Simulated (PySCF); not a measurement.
Chemical shifts up a ladder of levels: C16H12

System: C16H12 (non-alternant PAH with 7-rings), SMILES C1=CC=C2C=CC=c3ccccc3=C2C=C1.

Atom-mapped SMILES (hydrogens are numbered by the atom that bears them): [CH:1]1=[CH:2][CH:3]=[C:4]2[CH:5]=[CH:6][CH:7]=[c:8]3[cH:9][cH:10][cH:11][cH:12][c:13]3=[C:14]2[CH:15]=[CH:16]1

GIAO shifts in ppm, gas phase, PySCF SCF with an in-house response code; 1H, 13C and 29Si against isolated TMS and 19F against isolated CFCl3 at the same level and kind of geometry; averaged over atoms that symmetry or fast rotation interchanges.

| atom | PBE0/pcSseg-1 on GFN2-xTB | PBE0/pcSseg-2 on PBE0-D3(BJ) |
| --- | --- | --- |
| C1 | 137.6 | 139.6 |
| C2 | 148.0 | 153.3 |
| C3 | 139.1 | 143.9 |
| C4 | 145.8 | 150.8 |
| C5 | 129.3 | 127.9 |
| C6 | 141.7 | 147.2 |
| C7 | 139.4 | 141.9 |
| C8 | 149.0 | 155.4 |
| C9 | 138.7 | 143.6 |
| C10 | 132.4 | 136.0 |
| C11 | 127.8 | 131.0 |
| C12 | 131.8 | 135.5 |
| C13 | 137.8 | 143.7 |
| C14 | 141.9 | 146.5 |
| C15 | 133.7 | 135.8 |
| C16 | 150.0 | 154.1 |
| H on 1 | 6.37 | 6.19 |
| H on 2 | 6.99 | 6.85 |
| H on 3 | 4.76 | 4.57 |
| H on 5 | 4.56 | 4.36 |
| H on 6 | 6.65 | 6.51 |
| H on 7 | 6.70 | 6.65 |
| H on 9 | 6.90 | 6.89 |
| H on 10 | 6.83 | 6.74 |
| H on 11 | 6.57 | 6.50 |
| H on 12 | 7.32 | 7.39 |
| H on 15 | 5.36 | 5.36 |
| H on 16 | 6.66 | 6.58 |

Task: What are the shifts at WP04/pcSseg-2 on PBE0-D3(BJ)?

Result: 
```csv
atom,shift / ppm
C1,138.5
C2,152.7
C3,142.0
C4,149.5
C5,124.4
C6,145.7
C7,140.3
C8,156.4
C9,142.4
C10,135.3
C11,130.4
C12,135.5
C13,145.2
C14,145.2
C15,133.5
C16,152.7
H on 1,5.79
H on 2,6.42
H on 3,4.28
H on 5,4.04
H on 6,6.15
H on 7,6.20
H on 9,6.49
H on 10,6.36
H on 11,6.14
H on 12,6.91
H on 15,4.97
H on 16,6.18
```
